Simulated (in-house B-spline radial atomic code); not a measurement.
Radial electron density of W³⁴⁺, [Kr] 4d4. Level of theory: scalar-relativistic (X2C) Hartree-Fock with fractional occupations, spin-polarised, spherical fractional occupations, Fermi nucleus of rms radius 5.3658 fm; calculated with a B-spline radial code for spherical atoms.

Caution: exact exchange at fractional occupations of open shells leaves self-interaction of up to several eV.

One-electron X2C: radii and densities carry no picture-change correction, so inner-shell <1/r> comes out high (for 1s by about 2 % at Z = 33, 5 % at 54, 10 % at 75, 30 % at 118) and <r> low.

Columns: r (bohr), 4πr²n(r) (electrons per bohr), bar.

```
 0.00039    3.425 #
0.000469    4.437 #
0.000563    5.717 ##
0.000676    7.348 ##
0.000813    9.434 ###
0.000976    12.04 ####
 0.00117    15.26 #####
 0.00141    19.38 ######
 0.00169    24.28 ########
 0.00203    30.27 ##########
 0.00244    37.41 ############
 0.00293    45.67 ###############
 0.00353    55.16 ##################
 0.00424    65.33 #####################
 0.00509    75.84 ########################
 0.00611       86 ############################
 0.00734     94.9 ###############################
 0.00882    101.4 #################################
  0.0106    104.5 ##################################
  0.0127    103.8 ##################################
  0.0153    99.55 ################################
  0.0184    93.76 ##############################
  0.0221    89.65 #############################
  0.0265    90.78 #############################
  0.0319    99.55 ################################
  0.0383    114.4 #####################################
   0.046    129.4 ##########################################
  0.0552    136.2 ############################################
  0.0664    129.8 ##########################################
  0.0797    114.3 #####################################
  0.0958    102.4 #################################
   0.115    105.1 ##################################
   0.138    117.4 ######################################
   0.166    119.9 #######################################
     0.2    98.32 ################################
    0.24    65.36 #####################
   0.288    44.78 ##############
   0.346    42.68 ##############
   0.416    42.06 ##############
   0.499    30.37 ##########
     0.6    14.17 #####
   0.721    4.055 #
   0.866   0.6706 
    1.04  0.05897 
    1.25 0.002448 
     1.5 4.428e-05
```

On this grid the curve has 3 maxima, near 0.0106, 0.0552, 0.166 bohr.

The 4p up radial function P(r) = rR(r), positive near the nucleus:

```
r (bohr)         P
 0.00039  0.001838
0.000563  0.003077
0.000813  0.005227
 0.00117  0.008962
 0.00169   0.01565
 0.00244   0.02754
 0.00353   0.04878
 0.00509   0.08561
 0.00734    0.1481
  0.0106    0.2495
  0.0153    0.3998
  0.0221    0.5904
  0.0319    0.7577
   0.046    0.7491
  0.0664    0.3559
  0.0958   -0.4427
   0.138    -1.091
     0.2   -0.6157
   0.288    0.9433
   0.416     1.828
     0.6     1.089
   0.866    0.2229
    1.25   0.01149
```
